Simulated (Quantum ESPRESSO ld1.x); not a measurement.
Bi LXXI, 13 electrons, occupied as [Ne] 3s2 3p1. Calculated with ld1.x of Quantum ESPRESSO 7.5: scalar-relativistic Kohn-Sham, LDA (Slater exchange, VWN5 correlation), spin-polarised, spherical densities, point nucleus; open shells are filled with parallel spins first. Some entries of the table are withheld. Estimate them.

orbital,occ.,eigenvalue (hartree),<r> (bohr),<r^2> (bohr^2)
1s up,1,-3563.67,0.01578,0.0003458
1s down,1,-3563.49,0.01578,0.0003458
2s up,1,-820.755,(1),(2)
2s down,1,-820.590,(3),(4)
2p up,3,-735.837,(5),0.004337
2p down,3,-735.638,(6),0.004335
3s up,1,-334.568,0.1585,0.02866
3s down,1,-333.958,0.1585,0.02868
3p up,1,-309.808,0.1572,0.02857
3p down,0,-309.202,0.1572,0.02859

Answer. 
(1) 2s up <r> (bohr): 0.06571
(2) 2s up <r^2> (bohr^2): 0.005114
(3) 2s down <r> (bohr): 0.06570
(4) 2s down <r^2> (bohr^2): 0.005112
(5) 2p up <r> (bohr): 0.05963
(6) 2p down <r> (bohr): 0.05962
